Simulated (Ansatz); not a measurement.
A nudged elastic band was laid between two geometries of Cl2FH3NOTa + ClH (11 atoms, charge 0, multiplicity 1).

The calculation used Ansatz, RHF/def2-SVP.

* movable images: 7
* climbing image: yes
* spring: 5.0 eV/Å²
* optimiser: quadratic models (default)
* start path: through a guess of the saddle point
* force threshold: 0.5 eV/Å
* iteration limit: 60
* end points: relaxed

Image 0:

```xyz
11
Properties=species:S:1:pos:R:3
Ta -0.244 0.113 0.018
O 1.620 -0.190 0.068
H 2.322 -0.012 0.678
F -0.248 0.208 1.908
Cl -0.268 0.342 -2.337
N -0.944 1.930 0.141
H -1.101 2.376 1.028
H -1.179 2.522 -0.635
Cl -1.725 -1.688 0.045
Cl 2.409 -3.234 -1.420
H 2.418 -1.978 -1.208
```

Image 8:

```xyz
11
Properties=species:S:1:pos:R:3
Ta -0.269 -0.530 -0.265
O 1.957 0.061 -0.250
H 2.281 0.856 0.151
F 0.053 -0.680 1.589
Cl -0.267 0.095 -2.548
N -0.543 1.376 0.150
H -0.561 1.721 1.094
H -0.703 2.107 -0.518
Cl -2.413 -1.393 -0.186
Cl 0.897 -2.608 -0.675
H 2.625 -0.615 -0.255
```

Question: Which bonds break or form, and what moves?

Answer: Bonds broken: Cl10–H11. Bonds formed: Ta1–Cl10, O2–H11. Cl2FH3NOTa + ClH becomes Cl3FH4NOTa.

Question: What energy profile does the band end with?

Answer: The forces met the threshold. The highest image is number 4 of 0 to 8, 64.0 kJ/mol above the first end and 117.5 kJ/mol above the last; the last end lies 53.6 kJ/mol below the first. The threshold of 0.5 eV/Å is loose, so the images may lie well off the minimum-energy path. The order of the stationary point at the top wasn't checked. The orbitals stay closed-shell, which can raise the energy where a bond breaks towards radicals; this wasn't checked here.

```tsv
image	path coordinate (Å)	energy (kJ/mol)	Cl10–H11 (Å)	Ta1–Cl10 (Å)	O2–H11 (Å)
0	0.00	0.0	1.27	4.51	2.34
1	0.64	1.0	1.27	4.26	2.29
2	1.27	7.4	1.28	3.79	2.18
3	1.90	21.9	1.28	3.30	1.95
4	2.54	64.0	1.40	2.94	1.38
5	3.06	3.3	1.88	2.70	1.00
6	3.57	-42.7	2.29	2.48	0.96
7	4.09	-52.2	2.58	2.43	0.95
8	4.61	-53.6	2.67	2.42	0.95
```

Question: What is the geometry of the highest image?

Answer: 
```xyz
11
Properties=species:S:1:pos:R:3:forces:R:3
Ta -0.092 -0.156 -0.231 0.12 0.04 -0.12
O 1.919 -0.015 -0.206 -0.11 0.36 -0.01
H 2.439 0.337 0.504 -0.01 0.09 0.04
F 0.111 -0.317 1.640 -0.05 -0.06 0.07
Cl -0.095 0.261 -2.551 -0.02 0.00 0.07
N -0.772 1.604 0.112 -0.21 0.27 0.17
H -0.954 1.903 1.056 0.03 0.00 -0.03
H -1.091 2.278 -0.562 0.05 -0.06 -0.06
Cl -1.957 -1.565 -0.224 0.03 -0.02 -0.01
Cl 1.476 -2.592 -0.746 -0.03 -0.11 -0.01
H 2.073 -1.350 -0.506 0.20 -0.52 -0.10
```

Run time: 3.7 min on 4 threads of Arm Neoverse V1, on a shared host, peak memory 0.48 GiB.
